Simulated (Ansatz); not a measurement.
Basis-set extrapolation for `C=C[SiH2]N[SiH](Cl)Cl` (PBE0-D4/def2-TZVP geometry, frozen core, Ansatz 0.2.0). Multiplicity 1, RHF reference.

```
                       def2-TZVPP    def2-QZVPP
                 HF  -1631.387433  -1631.437487
    MP2 correlation     -1.148239     -1.242626
CCSD(T) correlation     -1.277238       not run
```

Energies in hartree. Use E(X) = E(∞) + A·exp(−7.88·√X) for Hartree–Fock and E(X) = E(∞) + B·X^(−2.97) for correlation, with X = 3 and 4, and add CCSD(T) minus MP2 of the smaller set to the MP2 limit.

What is the CCSD(T) energy at the basis-set limit?

HF limit: -1631.437487 + (-0.050054) × 0.13774 = -1631.44438. MP2 limit: -1.242626 + (-0.094387) × 0.74074 = -1.31254. Higher-order term: -1.277238 − (-1.148239) = -0.12900. Total: -1632.88592 hartree, 580.9 kJ/mol below CCSD(T)/def2-TZVPP.
